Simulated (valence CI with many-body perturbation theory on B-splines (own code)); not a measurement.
# Nd21+: input, log and results

Calculated by valence CI with perturbative core correlation (CI+MBPT): three valence electrons over a frozen Dirac-Fock core [Kr], radial functions for each j: 6 s, 6 p, 5 d, 5 f, 1 g, with the one-electron correlation potential Σ1 (screened to all orders), the two-electron term Σ2, the three-electron term Σ3, Breit, model QED; selected single and double excitations, second order for the rest, scaled by the run's own slope (own B-spline code, finite nucleus).

Command, and the settings that its task file holds:

```sh
python run_cv.py task.json out
```

```
atom Nd  Z=60  mass_number=142  rms_radius_fm=4.9123
core [Kr]
valence 4d3
avg = 0
basis = S
breit = 1
cap = 10000
capref = 1200
cscale = 1
de = 0.0
dress = 0
eps = 2e-08
extrap = 1
h = 0.27
hh = 1
l2 = 3
lcore = 6
maxit = 60
n2 = 5
natural = 1
nlev = 20
nno = [3, 3, 3, 3, 1]
nroot = 26
nsp = [3, 3, 2, 2, 0]
pt2 = 1
qed = 1
rpa = 1
s1 = 1
s2 = 1
s3 = 1
screen = 1
tol = 2e-05
whole = 1
```

It took 30 s on 1 thread of Arm Neoverse V2 (shared host).

Log. The first blocks belong to the next ion, which gives the ionisation energy. Fields: 2J, parity (1 odd), roots, reference size, generating configurations, candidates as configurations/state functions, variational space P, stored matrix elements, Davidson steps; e2 is the range of second-order energies in hartree. The first line gives the box (bohr), its intervals, the orbitals and the steps of their self-consistent field. Window is the range of levels sought, series limit the energy at which the first omitted orbital would enter, core excitation an estimate of the first excitation out of the core, left out the lowest levels not solved, and shifts from estimates the range by which levels moved from their first estimate, all in cm⁻¹.

```
rmax 6.8 intervals 60 orbitals 40 references ['4d3'] scf 3 t 0.5
2J=4 par=0 roots 2 ref 42 generators 3 cand 261/261 P 303/303 nnz 0 it 0
2J=4 par=0 roots 2 ref 42 generators 9 cand 19/19 P 322/322 nnz 0 it 0
   second order: generators 11 cand 13/13 e2 -0.00000 -0.00000
2J=6 par=0 roots 2 ref 32 generators 3 cand 221/221 P 253/253 nnz 0 it 0
2J=6 par=0 roots 2 ref 32 generators 10 cand 17/17 P 270/270 nnz 0 it 0
   second order: generators 15 cand 12/12 e2 -0.00000 -0.00000
2J=0 par=0 roots 2 ref 17 generators 4 cand 108/108 P 125/125 nnz 0 it 0
   second order: generators 10 cand 0/0 e2 -0.00000 -0.00000
reference levels 455, estimated 19, window 187167 1/cm; series limit 2983706, core excitation 833479
2J=3 par=0 roots 5 ref 38 generators 9 cand 138/322 P 741/1820 nnz 0 it 5
2J=3 par=0 roots 5 ref 38 generators 10 cand 146/401 P 887/2221 nnz 0 it 5
   second order: generators 17 cand 1702/3877 e2 -0.00001 -0.00000
2J=5 par=0 roots 5 ref 44 generators 4 cand 135/369 P 728/2097 nnz 0 it 5
2J=5 par=0 roots 5 ref 44 generators 8 cand 151/480 P 879/2577 nnz 1.5e+06 it 5
   second order: generators 13 cand 1550/4078 e2 -0.00001 -0.00000
2J=7 par=0 roots 3 ref 38 generators 3 cand 119/297 P 641/1811 nnz 0 it 4
2J=7 par=0 roots 3 ref 38 generators 6 cand 124/413 P 765/2224 nnz 0 it 4
   second order: generators 10 cand 1657/4677 e2 -0.00001 -0.00000
2J=9 par=0 roots 3 ref 31 generators 4 cand 82/204 P 589/1475 nnz 0 it 4
2J=9 par=0 roots 3 ref 31 generators 8 cand 109/333 P 698/1808 nnz 0 it 4
   second order: generators 14 cand 1556/4178 e2 -0.00000 -0.00000
2J=1 par=0 roots 2 ref 21 generators 4 cand 110/173 P 625/992 nnz 0 it 0
2J=1 par=0 roots 2 ref 21 generators 6 cand 156/262 P 781/1254 nnz 0 it 0
   second order: generators 11 cand 1406/2156 e2 -0.00001 -0.00000
2J=11 par=0 roots 1 ref 19 generators 1 cand 37/92 P 434/940 nnz 0 it 0
2J=11 par=0 roots 1 ref 19 generators 4 cand 73/231 P 507/1171 nnz 0 it 0
   second order: generators 8 cand 1363/3237 e2 -0.00001 -0.00001
left out: unestimated 1028271, estimated none, shifts from estimates -26 to 3
operators 2.7
```

The Davidson iterations converged.

No measured levels were compared; by estimate terms of the open shell hold to 2 to 4 % of their energy, and close levels can change places. Only levels of the ground parity were solved; by the run's estimate the other parity begins above the list, which can be wrong where configurations are misplaced.

- Valence energy: -74.78038 hartree
- Ionisation energy: 639.86 eV (NIST: 638 ± 4 eV (theoretical))
- Reference configurations for the orbitals: 4d3
- Radial orbitals: 40
- Box radius: 6.788 bohr
- Largest variational space: 2577
- Lowest levels: (4d3/2^3) J=3/2 0.0, (4d3/2^2 4d5/2) J=5/2 [a] 27542, (4d3/2^2 4d5/2) J=7/2 43796, (4d3/2^2 4d5/2) J=3/2 45657, (4d3/2^2 4d5/2) J=9/2 50363, (4d3/2^2 4d5/2) J=1/2 53535, (4d3/2 4d5/2^2) J=7/2 [a] 78934, (4d3/2^2 4d5/2) J=5/2 [b] 81215, (4d3/2 4d5/2^2) J=9/2 83273, (4d3/2 4d5/2^2) J=3/2 [a] 94528, (4d3/2 4d5/2^2) J=1/2 99704, (4d3/2 4d5/2^2) J=11/2 104670, (4d3/2 4d5/2^2) J=5/2 [a] 112520, (4d3/2 4d5/2^2) J=5/2 [b] 119530 cm⁻¹

Levels are named by their leading jj configuration (3d3/2^4 stands for four electrons in 3d with j = 3/2), which in mixed levels can hold well under half, so a name can repeat and another be missing. Letters in brackets count levels of one name in rising energy.
